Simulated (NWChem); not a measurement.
A series in which one site is exchanged, each optimised at PBE0/def2-SVP with NWChem, gas phase unless a solvent is named. This build's default masses of Se (78.918 u) and Br (79.917 u) are each other's, which moves their modes by up to 0.6 %. For some, no frequency run checked for a minimum. def2 effective core potentials on Cd; no spin-orbit coupling.

A: [Cl][Be][Cl] (BeCl2; site = Be)
B: [Se](Cl)Cl (SeCl2; site = Se)
C: [Cl][Cd][Cl] (CdCl₂; site = Cd)
D: [Ca]([Cl])[Cl] (CaCl$_{2}$; site = Ca)

Values for A:

```
Quantity                                               Value
-----------------------------------------------------  -----
dipole (D), PBE0/def2-SVP                               0.00
orbital gap (eV), PBE0/def2-SVP                         9.14
vertical ionisation energy, ΔSCF, B3LYP/def2-SVP (eV)  11.77
static polarisability, B3LYP/def2-SVPD (bohr³)          41.6
lowest singlet excitation, B3LYP/def2-SVPD, TDA (eV)    7.48
```

Question: How do these values change for the other members?

Answer: 
```tsv
change from A	B	C	D
dipole (D), PBE0/def2-SVP	+1.17	0.00	+2.22
orbital gap (eV), PBE0/def2-SVP	-4.81	-2.60	-3.14
vertical ionisation energy, ΔSCF, B3LYP/def2-SVP (eV)	-2.53	-0.99	-1.62
static polarisability, B3LYP/def2-SVPD (bohr³)	+17.0	+16.6	+15.2
lowest singlet excitation, B3LYP/def2-SVPD, TDA (eV)	-4.89	-2.58	-2.81
```
